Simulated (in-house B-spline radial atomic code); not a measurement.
Configurations of Ce VIII (Ce7+), with energies counted from [Kr] 4d10 5s2 5p3. Computed with an all-electron radial atomic-structure program (B-spline basis): Dirac-Hartree-Fock, average of configuration, Fermi nucleus of rms radius 4.8771 fm. Energies include first-order Breit, QED and recoil terms.

Occupations are held fixed; configurations that lie above the ionisation limit could autoionise.

| configuration | E - E(ref) (eV) | highest orbital | its <r> (bohr) |
| --- | --- | --- | --- |
| [Kr] 4d10 5s2 5p2 9f1 | 94.432 | 9f7/2 | 12.02 |
| [Kr] 4d10 5s1 5p3 9d1 | 113.31 | 9d5/2 | 10.23 |
| [Kr] 4d9 5s2 5p3 6f1 | 183.7 | 6f7/2 | 4.329 |
| [Kr] 4d9 5s2 5p3 9f1 | 203.06 | 9f7/2 | 11.9 |
| [Ar] 3d9 4s2 4p6 4d10 5s2 5p4 | 892 | 5p3/2 | 1.518 |
| [Ar] 3d9 4s2 4p6 4d10 5s2 5p3 8s1 | 976.44 | 8s1/2 | 6.179 |
| [Ar] 3d9 4s2 4p6 4d10 5s2 5p3 6g1 | 978.22 | 6g7/2 | 5.243 |
| [Ar] 3d9 4s2 4p6 4d10 5s2 5p3 7f1 | 980.27 | 7f7/2 | 6.439 |

Task: Order these further configurations by energy, lowest first.
A. [Kr] 4d10 5s2 5p2 9s1
B. [Kr] 4d10 5s2 5p2 6s1
C. [Kr] 4d10 4f1 5s1 5p3
D. [Kr] 4d10 5s2 5p2 9g1
E. [Kr] 4d9 5s2 5p3 5g1

Result: C (30.259 eV), B (43.951 eV), A (88.172 eV), D (96.266 eV), E (180.35 eV).

Task: How far above the reference does [Ar] 3d9 4s2 4p6 4d10 5s2 5p3 8g1 lie?

Result: 989.11 eV; its least bound orbital is 8g7/2 with <r> = 10.38 bohr.

Task: How far above the reference does [Kr] 4d10 5s1 5p3 7d1 lie?

Result: 99.745 eV; its least bound orbital is 7d5/2 with <r> = 5.33 bohr.

Task: How far above the reference does [Kr] 4d10 5s1 5p3 7g1 lie?

Result: 110.6 eV; its least bound orbital is 7g7/2 with <r> = 7.652 bohr.
